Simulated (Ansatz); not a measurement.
Ansatz (a first-principles code) input (CCSD(T)/STO-3G):

Ansatz 0.2 input:
```yaml
crystal:
  periodic: [false, false, false]
  atoms:
    - {symbol: Mo, position_ang: [0.00012306, -0.00274550, -0.04528548]}
    - {symbol: H, position_ang: [1.38830734, 0.05997238, 0.95463428]}
    - {symbol: H, position_ang: [-1.39347596, 0.05533854, 0.94735578]}
basis:
  gaussian:
    orbitals: STO-3G
magnetization: {spin_polarized: true, initial_magnetization: 4}
correlation: {method: ccsd_t, electrons: outside_noble_gas}
```

End of the output:

```
determinant -107130.42360726 eV, -3936.9704519577 hartree, with singles and doubles -107131.50215869 eV, -3937.0100879915 hartree
determinant -107130.19575144 eV, -3936.9620784107 hartree, with singles and doubles -107131.29056340 eV, -3937.0023120082 hartree
18 core orbitals not correlated
reference -107132.22815576 eV, -3937.0367678919 hartree; 6, 2 occupied and 5, 9 virtual orbitals, 357 factors
second order -0.69950186 eV of doubles, -0.00000000 eV of singles
coupled cluster: 0.04 GiB planned
cycle   1  -1.15524244 eV  change   -1.6e-4 eV  update   8.5e-4
cycle   2  -1.15552646 eV  change   -2.8e-4 eV  update   6.1e-4
cycle   3  -1.15570040 eV  change   -1.7e-4 eV  update   2.5e-4
cycle   4  -1.15584545 eV  change   -1.5e-4 eV  update   1.2e-4
cycle   5  -1.15600657 eV  change   -1.6e-4 eV  update   4.6e-5
cycle   6  -1.15606715 eV  change   -6.1e-5 eV  update   1.2e-5
cycle   7  -1.15606797 eV  change   -8.3e-7 eV  update   3.0e-6
perturbative correction -0.01192308 eV, -0.0004381651 hartree
Total energy: -107133.39614682 eV, -3937.0796907714 hartree
```

The spin state was set by rule; other spins were not relaxed.
